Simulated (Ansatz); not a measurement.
Geometry optimisation, Ansatz, RKS PBE-D4/STO-3G.

The input (input.yaml):

```yaml
crystal:
  periodic: [false, false, false]
  atoms:
    - { symbol: C, position_ang: [-1.19194, -0.34193, 2.45594] }
    - { symbol: Si, position_ang: [0.04182, -0.49402, 1.28763] }
    - { symbol: O, position_ang: [1.01685, -0.3438, 0.05167] }
    - { symbol: Si, position_ang: [1.91652, -0.02343, -1.38304] }
    - { symbol: Si, position_ang: [0.28697, 0.84112, -2.53851] }
    - { symbol: H, position_ang: [-1.12383, -1.07619, 3.2628] }
    - { symbol: H, position_ang: [-0.94639, 1.43825, -3.13649] }
basis:
  gaussian: { orbitals: STO-3G }
hamiltonian:
  xc: pbe
  dispersion: d4
relax:
  f_tol: 0.02
  max_steps: 50
output:
  orbitals: {}
```

Command:

```bash
$ ansatz run input.yaml --threads 1 --pin off --max-ram 2048MiB --backend cpu --events-out ev --progress --plain --runs-dir out
```

Where does it end, and by what steps?

The run converged. Limits of this set-up: minimal basis. After 17 steps the energy has fallen by 3.194 eV; H7 moved furthest, 1.40 Å. Joined: O3–Si5.

```
step  energy less start (eV)  largest force component (eV/Å)  accepted
   0                  0.0000                           3.430       yes
   1                 -0.2526                           1.428       yes
   2                 -0.4128                           1.901       yes
   3                 -0.7268                           1.586       yes
   4                 -1.1098                           1.122       yes
   5                 -1.5424                           1.283       yes
   6                 -2.0711                           1.236       yes
   7                 -2.6387                           0.925       yes
   8                 -2.7331                           1.988       yes
   9                 -3.0349                           0.704       yes
  10                 -3.0531                           1.230       yes
  11                 -3.1375                           0.493       yes
  12                 -3.1581                           0.377       yes
  13                 -3.1772                           0.201       yes
  14                 -3.1884                           0.327       yes
  15                 -3.1924                           0.151       yes
  16                 -3.1937                           0.051       yes
  17                 -3.1940                           0.020       yes
```

```xyz
7
Properties=species:S:1:pos:R:3
C -0.884 -0.261 1.898
Si 0.234 -1.102 0.994
O 0.691 -0.224 -0.487
Si 2.040 0.585 -1.236
Si 0.050 0.118 -2.256
H -1.432 -0.441 2.847
H -0.698 1.325 -1.759
```

Time of the run: 90 s on 1 CPU thread of a shared host.
